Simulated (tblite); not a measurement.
Species: C₈H₁₅P.
Cartesian coordinates in Å at the GFN2-xTB level; atoms count from 1:
```
atom  x, y, z in Å
C1     3.0128    0.9102    0.2604
C2     1.8793   -0.0005   -0.0776
C3     1.5147   -0.3802   -1.2920
C4     0.3694   -1.3380   -1.3853
P5    -0.4613   -1.3396    0.2917
C6    -1.4722    0.2407    0.1055
C7    -1.9891    0.6826    1.4719
C8    -2.6554   -0.0143   -0.8242
C9     1.0767   -0.5932    1.0473
H10    3.5310    1.2337   -0.6389
H11    3.7233    0.3992    0.9106
H12    2.6505    1.7898    0.7930
H13    2.0083   -0.0591   -2.1965
H14   -0.3318   -1.0809   -2.1812
H15    0.7345   -2.3505   -1.5929
H16   -0.8277    1.0213   -0.3184
H17   -1.1760    0.8998    2.1612
H18   -2.6052   -0.1011    1.9101
H19   -2.5962    1.5817    1.3730
H20   -3.2785   -0.8139   -0.4262
H21   -3.2653    0.8837   -0.9143
H22   -2.3301   -0.3020   -1.8215
H23    0.8295    0.1415    1.8157
H24    1.6470   -1.3910    1.5362
```

All values are computed: GFN2-xTB (tblite) harmonic vibrations without scaling, gas phase. Against measured fundamentals such values can be off by several per cent, at times by over 20. One conformer, not necessarily the lowest.

Harmonic wavenumbers (cm⁻¹): 44.3, 58.4, 127.0, 165.8, 182.7, 190.2, 231.8, 249.5, 290.3, 307.2, 322.1, 398.0, 412.8, 482.1, 590.4, 640.0, 710.9, 744.2, 763.6, 802.7, 853.5, 886.4, 930.2, 935.9, 979.5, 985.2, 1007.1, 1044.3, 1049.5, 1083.1, 1107.8, 1122.1, 1161.3, 1166.7, 1204.0, 1223.4, 1233.2, 1284.4, 1289.3, 1402.2, 1406.6, 1418.7, 1435.7, 1439.1, 1479.1, 1484.3, 1490.4, 1496.4, 1501.5, 1506.4, 1736.7, 2888.2, 2908.3, 2915.2, 2964.5, 2966.9, 2992.2, 3005.0, 3007.5, 3009.3, 3015.0, 3020.5, 3029.2, 3030.6, 3041.1, 3080.1.

A = 2191, B = 963.3, C = 846.3 MHz; mass 142.091 u (most abundant isotopes); point group C1, symmetry number 1.

Problem. Zero-point energy?

Solution. ½Σν̃ = 45466 cm⁻¹ = 543.89 kJ/mol.

Problem. Give the ideal-gas entropy at 298.15 K and 1 bar in the rigid-rotor, harmonic-oscillator model (classical rotation).

Solution. Translation 170.67, rotation 123.75, vibration 139.63: S = 434.1 J/(mol K).

Problem. And Cp and H(298.15 K) − H(0)?

Solution. Cp = 184.41 J/(mol K), of which vibrations give 151.15 (their classical limit is 66 R = 548.8); H(298.15 K) − H(0) = 32.31 kJ/mol without the zero-point energy, 22.39 from vibrations.

Problem. Which modes carry the vibrational entropy at 298.15 K?

Solution. 44.3 cm⁻¹: 21.16; 58.4 cm⁻¹: 18.87; 127.0 cm⁻¹: 12.51; 165.8 cm⁻¹: 10.39; 182.7 cm⁻¹: 9.63; 190.2 cm⁻¹: 9.31 J/(mol K); the other 60 give 57.76 together.

Problem. What must be added to the electronic energy to get the Gibbs energy at 298.15 K and 1 bar?

Solution. ZPE + [H(298.15 K) − H(0)] − T·S = 543.89 + 32.31 − 129.41 = 446.79 kJ/mol.

Problem. Blend soft modes into free rotors: weight 1/[1 + (100 cm⁻¹/ν̃)⁴] for the oscillator and the rest for a rotor with moment μB/(μ + B), μ = h/(8π²ν), B = 10⁻⁴⁴ kg m². What vibrational entropy results?

Solution. 129.42 J/(mol K) in place of 139.63, which changes −T·S at 298.15 K by +3.04 kJ/mol.

Problem. How do the functions run with temperature in this model?

Solution. 
```csv
T (K),S (J/(mol K)),Cp (J/(mol K)),H − H(0) (kJ/mol),G − H(0) (kJ/mol),ln q(vib)
150,336.0,111.0,10.56,-39.85,3.29
250,403.9,159.4,24.04,-76.93,6.30
400,495.7,236.9,53.80,-144.47,10.85
600,608.6,321.1,110.07,-255.09,16.93
900,755.9,404.4,219.89,-460.41,25.70
```

q(vib) and H(0) count from the zero-point level.

Hindered rotation and anharmonicity are outside this model. Other conformers, if any are populated, would add a mixing term that is left out. The structure is chiral; the term R ln 2 for an equal mix with its mirror image is left out.
